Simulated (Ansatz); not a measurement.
## Match the barriers

Saddle point of BNH5Br, singlet (BNH₄ ([BH2][NH2]) + HBr → BH₂Br ([BH2][Br]) + NH₃ (still joined by a long B–N bond); bonds formed: B1–Br6, N2–H5; bonds broken: H5–Br6; bonds weakened to dative contacts: B1–N2), PBE0-D4/def2-TZVP structure:

```xyz
8
angstrom
B -0.5405 -0.6452 0.2205
N -0.2751 0.7719 -0.1117
H -0.8831 -1.3621 -0.6619
H -0.5481 -0.9490 1.3683
H 0.9822 0.3776 -0.2389
Br 2.1897 -0.7891 -0.2008
H -0.3287 1.4631 0.6237
H -0.5965 1.1329 -0.9992
```

Program: Ansatz 0.2.0. Basis: def2-TZVPP, with def2-QZVPP for the basis limit. Cores are frozen in the correlated methods. Filled d shells of the heavier atoms are correlated. The def2 sets are not built for correlating such inner shells, so the correlated values are less sure here. Extrapolation: Hartree–Fock as exp(−7.88 √X), correlation as X^−2.97. Four methods, as single points on the PBE0-D4 structures, gave these electronic barriers from the start structure: 0.262, 0.534, 0.634, 0.953 eV.

Task: The methods were, in alphabetical order, HF, MP2, PBE0-D4, SPW92. Which gave which? (A judgement: the text doesn't fix the answer.)

Result: The calculation gives: SPW92 0.262; PBE0-D4 0.534; MP2 0.634; HF 0.953 eV. For comparison, CCSD(T) at an estimated basis limit (MP2 extrapolated from triple and quadruple zeta, plus CCSD(T) − MP2 in triple zeta) gives 0.665 eV.

The T1 diagnostic stays at or below 0.010.

Labels in which every atom is bracketed show which atoms are joined, not bond orders.

For scale, one of the runs: CCSD(T)/def2-TZVPP, 180 basis functions, launched by `ansatz run in.yaml --threads 4 --pin off --events-out ev --progress --plain --max-ram 9574MiB`. Time: 11 s of wall clock on 4 CPU threads of an Intel Xeon 6975P-C; the host was shared. Peak host memory: 1.9 GiB.
